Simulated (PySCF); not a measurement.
## Basis and Hamiltonian dependence of the ionisation energy of Ta⁺

Ta⁺ [Xe] 4f14 5d3 6s1 (5F) → Ta²⁺ [Xe] 4f14 5d3 (4F). Calculated with PySCF 2.14 from differences of total energies of unrestricted determinants, without spin-orbit coupling. Values in eV.

```tsv
basis	Hamiltonian	functions	UHF	r2SCAN	PBE0	MP2 (valence)	CCSD(T) (valence)	CCSD(T) (valence and next inner shell)
aug-cc-pVDZ-PP with ECP60MDF	ECP	54	14.176	15.434	15.191	14.490	14.584	n/a
def2-TZVPPD with the def2 core potential (60 electrons)	ECP	59	14.140	15.426	15.174	14.492	14.577	14.952
cc-pVTZ-PP with ECP60MDF	ECP	63	14.190	15.463	n/a	14.555	n/a	n/a
aug-cc-pwCVDZ-PP with ECP60MDF	ECP	70	14.191	15.457	15.207	14.533	14.620	14.981
def2-QZVPPD with the def2 core potential (60 electrons)	ECP	84	14.139	15.438	15.181	14.505	14.593	14.966
aug-cc-pVTZ-PP with ECP60MDF	ECP	88	14.193	15.468	15.219	14.561	14.650	n/a
x2c-TZVPPall	spin-free X2C	97	14.242	15.628	15.319	14.579	14.664	n/a
ANO-RCC-VTZP	spin-free X2C	104	14.204	15.643	15.346	14.521	14.591	n/a
x2c-TZVPPall with one added diffuse shell each of s, p, d, f type	spin-free X2C	113	14.239	15.629	15.320	14.579	14.666	n/a
aug-cc-pVTZ-PP with one added diffuse shell each of s, p, d, f, g type with ECP60MDF	ECP	113	14.193	15.469	15.220	14.561	n/a	n/a
aug-cc-pwCVTZ-PP with ECP60MDF	ECP	122	14.192	15.470	15.218	14.566	14.653	n/a
x2c-QZVPPall	spin-free X2C	144	14.195	n/a	n/a	n/a	n/a	n/a
```

Frozen in the all-electron rows: valence: [Xe] 4f14; valence and next inner shell: [Kr] 4d10 4f14; with a core potential, the same shells as far as they lie outside it.

Between the lowest levels the reference is 16.2 ± 0.5 eV (semi-empirical (NIST evaluation); NIST Atomic Spectra Database, ionization energies); it includes spin-orbit coupling, which these numbers lack.
